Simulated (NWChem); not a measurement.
System: GeH4O4; SMILES [OH][Ge]([OH])([OH])[OH]

NWChem input:

```
start job
memory heap 200 mb stack 900 mb global 1100 mb
geometry units angstroms noautosym nocenter noautoz
  O      1.141230     0.960271     0.926987
  Ge     0.000000     0.000000     0.000000
  O     -1.141230    -0.960271     0.926987
  O     -0.960271     1.141230    -0.926987
  O      0.960271    -1.141230    -0.926987
  H      0.780794     1.825890     1.151148
  H     -0.780794    -1.825890     1.151148
  H     -1.825890     0.780794    -1.151148
  H      1.825890    -0.780794    -1.151148
end
basis spherical
  * library def2-svpd
end
dft
  xc pbe0
  iterations 150
end
property
  response 1 0.0
end
task dft property
```

Excerpt of the output:

```
             Northwest Computational Chemistry Package (NWChem) 7.3.0
             --------------------------------------------------------

                             Geometry "geometry" -> ""
                             -------------------------

 Output coordinates in angstroms (scale by  1.889725989 to convert to a.u.)

  No.       Tag          Charge          X              Y              Z
 ---- ---------------- ---------- -------------- -------------- --------------
    1 O                    8.0000     1.14123000     0.96027100     0.92698700
    2 Ge                  32.0000     0.00000000     0.00000000     0.00000000
    3 O                    8.0000    -1.14123000    -0.96027100     0.92698700
    4 O                    8.0000    -0.96027100     1.14123000    -0.92698700
    5 O                    8.0000     0.96027100    -1.14123000    -0.92698700
    6 H                    1.0000     0.78079400     1.82589000     1.15114800
    7 H                    1.0000    -0.78079400    -1.82589000     1.15114800
    8 H                    1.0000    -1.82589000     0.78079400    -1.15114800
    9 H                    1.0000     1.82589000    -0.78079400    -1.15114800

 Effective nuclear repulsion energy (a.u.)     443.1584996979

                              NWChem Property Module
                              ----------------------

                                 NWChem DFT Module
                                 -----------------

 Summary of "ao basis" -> "ao basis" (spherical)
 ------------------------------------------------------------------------------
       Tag                 Description            Shells   Functions and Types
 ---------------- ------------------------------  ------  ---------------------
 O                         def2-svpd                 9       23   4s3p2d
 Ge                        def2-svpd                14       38   6s4p4d
 H                         def2-svpd                 4        8   2s2p

            General Information
            -------------------
          SCF calculation type: DFT
          Wavefunction type:  closed shell.
          No. of atoms     :     9
          No. of electrons :    68
           Alpha electrons :    34
            Beta electrons :    34
          Charge           :     0
          Spin multiplicity:     1
          Use of symmetry is: off; symmetry adaption is: off
          Maximum number of iterations: 150
          AO basis - number of functions:   162
                     number of shells:    66
          Convergence on energy requested:  1.00D-06
          Convergence on density requested:  1.00D-05
          Convergence on gradient requested:  5.00D-04

              XC Information
              --------------
                         PBE0 Method XC Functional
                     Hartree-Fock (Exact) Exchange  0.250
          PerdewBurkeErnzerhof Exchange Functional  0.750
            Perdew 1991 LDA Correlation Functional  1.000 local
           PerdewBurkeErnz. Correlation Functional  1.000 non-local

             Grid Information
             ----------------
          Grid used for XC integration:  medium
          Radial quadrature: Mura-Knowles
          Angular quadrature: Lebedev.
          Tag              B.-S. Rad. Rad. Pts. Rad. Cut. Ang. Pts.
          ---              ---------- --------- --------- ---------
          O                   0.60       49          11.0       434
          Ge                  1.25      112          10.0       590
          H                   0.35       45          12.0       434
          Grid pruning is: on
          Number of quadrature shells:   488
          Spatial weights used:  Erf1

      Superposition of Atomic Density Guess
      -------------------------------------

 Sum of atomic energies:       -2375.81789283

      Non-variational initial energy
      ------------------------------

 Total energy =   -2377.180699
 1-e energy   =   -4191.782524
 2-e energy   =    1371.443325
 HOMO         =      -0.483265
 LUMO         =      -0.031063

   convergence    iter        energy       DeltaE   RMS-Dens  Diis-err
 ---------------- ----- ----------------- --------- --------- ---------
 d= 0,ls=0.0,diis     1  -2379.2253279832 -2.82D+03  1.85D-02  1.42D+00
 d= 0,ls=0.0,diis     2  -2379.1502105706  7.51D-02  8.47D-03  2.43D+00
 d= 0,ls=0.0,diis     3  -2379.3737989213 -2.24D-01  6.06D-04  3.33D-02
 d= 0,ls=0.0,diis     4  -2379.3760623391 -2.26D-03  1.73D-04  2.02D-03
 d= 0,ls=0.0,diis     5  -2379.3761475615 -8.52D-05  6.47D-05  1.54D-04
  Resetting Diis
 d= 0,ls=0.0,diis     6  -2379.3761556532 -8.09D-06  1.27D-05  1.41D-06
 d= 0,ls=0.0,diis     7  -2379.3761558124 -1.59D-07  6.66D-06  1.90D-07

         Total DFT energy =    -2379.376155812440
      One electron energy =    -4194.107735589547
           Coulomb energy =     1486.011094933504
    Exchange-Corr. energy =     -114.438014854286
 Nuclear repulsion energy =      443.158499697889

 Numeric. integr. density =       68.000015054703

                       DFT Final Molecular Orbital Analysis
                       ------------------------------------

 Vector   32  Occ=2.000000D+00  E=-3.562204D-01
              MO Center=  1.8D-08,  5.3D-08,  3.3D-07, r^2= 3.8D+00
   Bfn.  Coefficient  Atom+Function         Bfn.  Coefficient  Atom+Function
  ----- ------------  ---------------      ----- ------------  ---------------
     7      0.296224  1 O  pz                68      0.296224  3 O  pz
    91      0.296224  4 O  pz               114      0.296224  5 O  pz
    10      0.204399  1 O  pz                71      0.204399  3 O  pz
    94      0.204399  4 O  pz               117      0.204399  5 O  pz
    42      0.109378  2 Ge d -2               5      0.093465  1 O  px

 Vector   33  Occ=2.000000D+00  E=-3.453704D-01
              MO Center=  3.6D-08, -6.1D-08, -8.1D-01, r^2= 3.1D+00
   Bfn.  Coefficient  Atom+Function         Bfn.  Coefficient  Atom+Function
  ----- ------------  ---------------      ----- ------------  ---------------
    91      0.316694  4 O  pz               114     -0.316694  5 O  pz
    90      0.254456  4 O  py               113      0.254456  5 O  py
    94      0.234406  4 O  pz               117     -0.234406  5 O  pz
    93      0.177098  4 O  py               116      0.177098  5 O  py
    89     -0.172812  4 O  px               112     -0.172812  5 O  px

 Vector   34  Occ=2.000000D+00  E=-3.453704D-01
              MO Center= -1.3D-07, -1.0D-07,  8.1D-01, r^2= 3.1D+00
   Bfn.  Coefficient  Atom+Function         Bfn.  Coefficient  Atom+Function
  ----- ------------  ---------------      ----- ------------  ---------------
     7      0.316694  1 O  pz                68     -0.316694  3 O  pz
     5     -0.254456  1 O  px                66     -0.254456  3 O  px
    10      0.234406  1 O  pz                71     -0.234406  3 O  pz
     8     -0.177098  1 O  px                69     -0.177098  3 O  px
     6     -0.172812  1 O  py                67     -0.172812  3 O  py

 Vector   35  Occ=0.000000D+00  E=-2.839292D-02
              MO Center= -4.9D-08, -1.0D-08, -1.0D-08, r^2= 8.7D+00
   Bfn.  Coefficient  Atom+Function         Bfn.  Coefficient  Atom+Function
  ----- ------------  ---------------      ----- ------------  ---------------
    29      2.772198  2 Ge s                 28      2.404948  2 Ge s
     4     -1.274910  1 O  s                 65     -1.274910  3 O  s
    88     -1.274910  4 O  s                111     -1.274910  5 O  s
    27      0.304698  2 Ge s                 11      0.285034  1 O  px
    72     -0.285034  3 O  px                96      0.285034  4 O  py

 Vector   36  Occ=0.000000D+00  E= 3.433837D-02
              MO Center=  1.8D-07,  4.2D-08, -4.0D-01, r^2= 1.1D+01
   Bfn.  Coefficient  Atom+Function         Bfn.  Coefficient  Atom+Function
  ----- ------------  ---------------      ----- ------------  ---------------
     4      1.151286  1 O  s                 65     -1.151286  3 O  s
    95     -0.731290  4 O  px               118     -0.731290  5 O  px
   132     -0.676166  6 H  s                140      0.676166  7 H  s
    88     -0.512571  4 O  s                111      0.512571  5 O  s
    40      0.447306  2 Ge py                96      0.433692  4 O  py

 Vector   37  Occ=0.000000D+00  E= 3.433837D-02
              MO Center=  1.3D-07, -2.6D-07,  4.0D-01, r^2= 1.1D+01
   Bfn.  Coefficient  Atom+Function         Bfn.  Coefficient  Atom+Function
  ----- ------------  ---------------      ----- ------------  ---------------
    88      1.151286  4 O  s                111     -1.151286  5 O  s
    12     -0.731290  1 O  py                73     -0.731290  3 O  py
   148     -0.676166  8 H  s                156      0.676166  9 H  s
     4      0.512571  1 O  s                 65     -0.512571  3 O  s
    39     -0.447306  2 Ge px                11     -0.433692  1 O  px

     Multipole analysis of the density
     ---------------------------------

     L   x y z        total         alpha         beta         nuclear
     -   - - -        -----         -----         ----         -------
     0   0 0 0     -0.000000    -34.000000    -34.000000     68.000000

[...]

 DFT Linear Response polarizability / au
 Frequency  =       0.0000000 / au
              X              Y              Z
 -----------------------------------------------
 X      45.1855050      0.0000000     -0.0000000
 Y       0.0000001     45.1855051      0.0000000
 Z      -0.0000000      0.0000000     42.2885807
 -----------------------------------------------
 Eigenvalues =      45.1855050     45.1855051     42.2885807
 Isotropic   =      44.2198636
 Anisotropic =       2.8969243
 -----------------------------------------------

 Magnetic Dipole Response Matrix (nonzero elements):

 Exiting AOResponse driver routine
```

Level: PBE0/def2-SVPD. All runs use the structure optimised with PBE0/def2-SVP.
